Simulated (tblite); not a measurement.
Compound: C4H4FNOS (charge -1 and doublet state).
Geometry (GFN2-xTB, Å), atoms numbered from 1 in this order:
```
atom  x, y, z in Å
F1     3.3704   -0.1258    0.3377
C2     1.9964   -0.0660    0.3717
O3     1.5216    0.4315   -0.8218
C4     0.1345    0.3579   -0.9066
N5    -0.4768   -0.8286   -0.7795
C6    -1.7036   -0.7067   -0.2884
C7    -2.0632    0.5089    0.2344
S8    -0.7916    1.6926    0.0111
H9     1.7332    0.5900    1.2224
H10    1.6368   -1.0925    0.5547
H11   -2.3566   -1.5712   -0.2880
H12   -2.9999    0.8092    0.6647
```

Calculated harmonic vibrations of the isolated species, GFN2-xTB (tblite), most abundant isotopes, no scaling. The method is semi-empirical: single wavenumbers can be off by several per cent or more. One conformer, not necessarily the lowest. Open shells enter through the occupations alone, without spin polarisation, and single modes of such species can be off by tens of per cent.

Harmonic wavenumbers (cm⁻¹): 47.0, 90.9, 104.1, 242.2, 301.2, 365.9, 400.8, 506.3, 515.8, 550.9, 637.0, 743.3, 794.6, 838.5, 953.7, 997.3, 1046.5, 1059.9, 1067.3, 1166.5, 1221.9, 1301.5, 1340.6, 1351.1, 1451.6, 1469.2, 2810.1, 2859.1, 3009.9, 3109.6.

A = 3911, B = 1104, C = 955.6 MHz; mass 133.000 u (most abundant isotopes); point group C1, symmetry number 1; spin multiplicity 2.

Task: What is the zero-point energy?

Result: Half the sum of the wavenumbers: 16177 cm⁻¹ = 46.25 kcal/mol.

Task: Give the ideal-gas entropy at 200 K and 1 bar in the rigid-rotor, harmonic-oscillator model (classical rotation).

Result: Translation 38.61, rotation 27.56, vibration 13.54, spin (R ln 2) 1.38: S = 81.1 cal/(mol K).

Task: And Cp and H(200 K) − H(0)?

Result: Cp = 22.43 cal/(mol K), of which vibrations give 14.49 (their classical limit is 30 R = 59.6); H(200 K) − H(0) = 3.04 kcal/mol without the zero-point energy, 1.45 from vibrations.

Task: What must be added to the electronic energy to get the Gibbs energy at 200 K and 1 bar?

Result: ZPE + [H(200 K) − H(0)] − T·S = 46.25 + 3.04 − 16.22 = 33.07 kcal/mol.

Task: Blend soft modes into free rotors: weight 1/[1 + (100 cm⁻¹/ν̃)⁴] for the oscillator and the rest for a rotor with moment μB/(μ + B), μ = h/(8π²ν), B = 10⁻⁴⁴ kg m². What vibrational entropy results?

Result: 12.40 cal/(mol K) in place of 13.54, which changes −T·S at 200 K by +0.23 kcal/mol.

Task: Which modes carry the vibrational entropy at 200 K?

Result: 47.0 cm⁻¹: 4.15; 90.9 cm⁻¹: 2.87; 104.1 cm⁻¹: 2.61; 242.2 cm⁻¹: 1.12; 301.2 cm⁻¹: 0.80; 365.9 cm⁻¹: 0.55 cal/(mol K); the other 24 give 1.45 together.

Task: How do the functions run with temperature in this model?

Result: 
```tsv
T (K)	S (cal/(mol K))	Cp (cal/(mol K))	H − H(0) (kcal/mol)	G − H(0) (kcal/mol)	ln q(vib)
100	68.3	15.2	1.16	-5.67	1.33
300	91.6	29.7	5.65	-21.82	4.99
500	109.7	41.5	12.85	-42.00	8.62
800	131.6	51.5	26.97	-78.34	13.75
1000	143.6	55.4	37.68	-105.90	16.86
```

q(vib) and H(0) count from the zero-point level.

Hindered rotation and anharmonicity are outside this model. Other conformers, if any are populated, would add a mixing term that is left out. The structure is chiral; the term R ln 2 for an equal mix with its mirror image is left out.
